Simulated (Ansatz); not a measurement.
CH$_{5}$AlOS$_{2}$, 10 atoms. Total charge 0; spin multiplicity 1. The bonds changed during the relaxation, so this is another structure than the one it started from. All runs use 4 threads of a server CPU on a shared host. Correlated methods freeze the cores.

**Question.** Give the basis size and wall time and peak host memory of each of these runs in Ansatz. RKS ωB97M-V/def2-QZVPP energy; RHF-MP2/def2-QZVPP energy; RKS BLYP-D4/def2-TZVPP energy; RHF-CCSD(T)/def2-TZVPP energy; RKS ωB97M-V/def2-SVP energy; RKS PBE0-D4/def2-SVP energy; RHF-CCSD(T)/def2-SVP energy; RKS PBE0-D4/def2-TZVP relaxation (9 steps); RKS r2SCAN-D4/def2-TZVPP energy and forces; RKS PBE0-D4/def2-QZVPP energy; RKS PBE0-D4/def2-TZVP frequencies; direct RPA on PBE orbitals/def2-TZVPP energy. (Best estimate.)

**Answer.** Computed: Other jobs shared the machine, so times are rough.

```
                                level                   job  functions  wall time  peak host memory (GiB)
                 RKS PBE0-D4/def2-SVP                energy        107      1.2 s                    0.22
               RKS BLYP-D4/def2-TZVPP                energy        258      2.4 s                    0.38
                 RHF-CCSD(T)/def2-SVP                energy        107      4.1 s                    0.44
                 RKS ωB97M-V/def2-SVP                energy        107      5.5 s                    0.35
direct RPA on PBE orbitals/def2-TZVPP                energy        258        6 s                    0.62
             RKS r2SCAN-D4/def2-TZVPP     energy and forces        258        6 s                    0.41
               RKS PBE0-D4/def2-QZVPP                energy        474       10 s                       2
                   RHF-MP2/def2-QZVPP                energy        474       22 s                       3
               RKS ωB97M-V/def2-QZVPP                energy        474       24 s                     2.4
                RKS PBE0-D4/def2-TZVP  relaxation (9 steps)        203       38 s                     0.6
               RHF-CCSD(T)/def2-TZVPP                energy        258    2.5 min                     5.5
                RKS PBE0-D4/def2-TZVP           frequencies        203    2.8 min                     0.6
```
